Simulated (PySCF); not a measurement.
Excitations are Tamm–Dancoff values on a coarser integration grid. The basis has no diffuse functions, so Rydberg states are missing or too high.

Cartesian coordinates (Å):
SMILES: S[SiH2]S
```xyz
7

S      1.7198    -0.4477    -0.7743
Si    -0.2980    -0.5310    -0.0932
S     -1.1928     1.3820     0.1927
H      2.1435     0.3126     0.2498
H     -0.9821    -1.3313    -1.1360
H     -0.4259    -1.1745     1.2356
H     -0.9569     1.7956    -1.0642
```
Charge 0, multiplicity 1.

Q: Predict the LUMO, HOMO–LUMO gap, S1–T1 gap (TDA), S1 excitation (TDA), total energy, HOMO, S1 oscillator strength and brightest of the four lowest singlets (TDA) from PBE0-D3(BJ)/def2-TZVP run with PySCF.

A: 
* **LUMO**: -0.10 eV
* **HOMO–LUMO gap**: 7.38 eV
* **S1–T1 gap (TDA)**: 0.51 eV
* **S1 excitation (TDA)**: 5.87 eV
* **total energy**: -1087.9768 Ha
* **HOMO**: -7.48 eV
* **S1 oscillator strength**: 0.010
* **brightest of the four lowest singlets (TDA)**: 6.51 eV
